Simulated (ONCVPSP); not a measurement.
# u(r) = r·R(r): atom against pseudo-atom (N)

Columns: radius, all-electron u(r) and pseudo u(r) of the 2p shell (level -7.09 eV) of nitrogen in the configuration [He] 2s2 2p3; PBE, scalar-relativistic, ONCV scheme, ONCVPSP 4.0.1.

```
r (bohr)  all-electron  pseudo
   0.123        0.1023  0.0313
   0.245        0.2808  0.1190
   0.368        0.4507  0.2500
   0.490        0.5835  0.4018
   0.613        0.6797  0.5541
   0.735        0.7405  0.6847
   0.858        0.7723  0.7816
   0.980        0.7809  0.8368
   1.103        0.7723  0.8524
   1.225        0.7519  0.8351
   1.348        0.7230  0.7947
   1.470        0.6893  0.7421
   1.593        0.6523  0.6855
   1.715        0.6143  0.6317
   1.838        0.5756  0.5827
   1.960        0.5379  0.5399
   2.083        0.5010  0.5012
   2.205        0.4658  0.4658
   2.328        0.4321  0.4321
   2.450        0.4005  0.4005
   2.573        0.3705  0.3705
   2.695        0.3427  0.3427
   2.818        0.3165  0.3165
   2.940        0.2922  0.2922
   3.063        0.2696  0.2696
   3.185        0.2487  0.2487
```

How many radial nodes do the two functions have?

The all-electron 2p function has n − l − 1 = 0; the pseudo-wave has 0.

At about which radius was the pseudo-wave matched?

2.25 bohr. The columns agree to 0.0005 from 2.08 bohr on; several derivatives are matched, so the curves merge somewhat inside the radius.

Is the pseudo-wave norm-conserving?

Yes: the ONCV scheme keeps the norm inside the radius equal to the all-electron one, which fixes the energy derivative of the logarithmic derivative at the level.
